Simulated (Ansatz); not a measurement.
A structure drawn as `Br[SiH]1[CH2][GaH]1`, with this starting geometry:

```xyz
8

Br   -1.495   -1.256    1.660
Si    0.296   -1.024    0.395
C     0.063    0.474   -0.647
Ga    0.758    1.098    0.786
H     0.496   -2.208   -0.459
H    -0.718    0.284   -1.440
H     1.043    0.731   -1.213
H    -0.444    1.901    0.917
```

Total charge 0; spin multiplicity 1.

(1) Relax it with Ansatz at PBE-D4/def2-SVP and then PBE0-D4/def2-TZVP. Is the drawn bonding still there?

(2) Give the relaxed structure. (Estimate.)

Atoms count as bonded under 1.1 times the sum of their covalent radii (H–H under 0.85 Å, pairs among N, O and F under 1.55 Å), and a drawn bond as lost past 1.3 times.

Answers

(1) Yes, every drawn bond is still there and no new one forms.

(2) Ansatz gave: 
Z-matrix (Å, degrees):
```
Si
C 1 1.882
Ga 1 2.313 2 56.2
Br 1 2.235 2 111.5 3 104.2
H 1 1.487 2 120.3 3 -128.4
H 2 1.098 1 110.7 3 103.3
H 2 1.089 1 123.3 3 -123.5
H 3 1.551 1 167.6 2 159.9
```
All modes are real.
